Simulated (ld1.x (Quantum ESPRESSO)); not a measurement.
## Ta, ultrasoft: configuration errors across variants

```
Element                 : tantalum (Ta)
Generator               : ld1.x (Quantum ESPRESSO) 7.5
Type                    : ultrasoft
Functional              : LDA (PZ)
Relativity              : scalar-relativistic
Frozen core             : [Kr] 4d10 4f14 5s2
Valence charge          : 11
Reference configuration : 5p6 5d3 6s1.5 6p0 (charge +0.5)
Partial waves           : 6s (bound): rcut 2.35, rcutus 2.90 bohr; 6s channel at 0.25 Ry: rcut 2.35, rcutus 2.90 bohr; 5p (bound): rcut 1.85, rcutus 2.50 bohr; 6p (bound, empty): rcut 1.85, rcutus 2.50 bohr; 5d (bound): rcut 2.40, rcutus 2.65 bohr; 5d channel at -0.05 Ry: rcut 2.40, rcutus 2.65 bohr
Local potential         : all-electron potential smoothed inside 2.15 bohr (lloc = -1)
Core correction         : none
Augmentation charge     : PSQ, inside the norm-conserving radii
```

All-electron excitation energies from the reference (eV): (1) 5p6 5d3 6s2 6p0 -3.563; (2) 5p6 5d3 6s1 6p0 5.138; (3) 5p6 5d3 6s0 6p0 20.447; (4) 5p5 5d3 6s2 6p0 41.626; (5) 5p6 5d4 6s0 6p0 6.603; (6) 5p6 5d3 6s1 6p1 0.696; (7) 5p6 5d3 6s1.5 6p0 spin -1.413; (8) 5p6 5d3 6s2 6p0 spin -4.610.

Spin tests fill each open shell by Hund’s rule, majority spin first.

The overlap operator is not positive definite (basis up to 400 Ry) in “base”, “local potential all-electron potential smoothed inside 1.90 bohr (lloc = -1)”, “waves 6s (bound): rcut 2.35, rcutus 3.64 bohr; 6s channel at 0.25 Ry: rcut 2.35, rcutus 3.64 bohr”. Such files are unfit for use, however small their errors in these radial tests.

Tests that are not counted but printed errors over 1 eV. “base”: 5p6 5d1 6s0 6p0 (solver errors, printed error -7.8 eV). “local potential all-electron potential smoothed inside 1.90 bohr (lloc = -1)”: 5p5 5d3 6s2 6p0 (solver errors, printed error -929 eV); 5p6 5d1 6s0 6p0 (solver errors, printed error -371 eV). “waves 6s (bound): rcut 2.35, rcutus 3.64 bohr; 6s channel at 0.25 Ry: rcut 2.35, rcutus 3.64 bohr”: 5p6 5d1 6s0 6p0 (solver errors, printed error -7.8 eV).

2 further variants failed, have other tests or too few solved ones, and are left out.

A true bound ghost makes a file unfit for plane-wave use even where its test errors are small: the radial tests pick states by their node count and pass the ghost by. Where a test does run into it, the solver fails or the error is huge.

Errors AE − PS in meV (a dash: test not solved or not reliable):

```csv
change,(1),(2),(3),(4),(5),(6),(7),(8),bound ghosts
base,+0.7,-2.2,-9.5,-4.7,-8.0,-19,+149,+122,"s (p not tested, overlap not positive)"
local potential all-electron potential smoothed inside 1.90 bohr (lloc = -1),+0.4,-2.4,-11,–,-8.4,-28,+150,+122,"s (p not tested, overlap not positive)"
"all radii scaled by about 1.34 (s 3.90, p 3.36, d 3.56 bohr, rcut 3.16/2.48/3.22); local potential all-electron potential smoothed inside 2.88 bohr (lloc = -1)",–,–,–,–,–,–,–,–,none
"waves 6s (bound): rcut 2.35, rcutus 3.64 bohr; 6s channel at 0.25 Ry: rcut 2.35, rcutus 3.64 bohr",-0.4,-3.1,-16,-63,-15,-16,+149,+121,"s (p not tested, overlap not positive)"
```

Task: Give the same row for: local potential all-electron potential smoothed inside 2.96 bohr (lloc = -1).

Result: +0.9, -2.1, -8.9, –, –, –, –, –; bound ghosts: none.
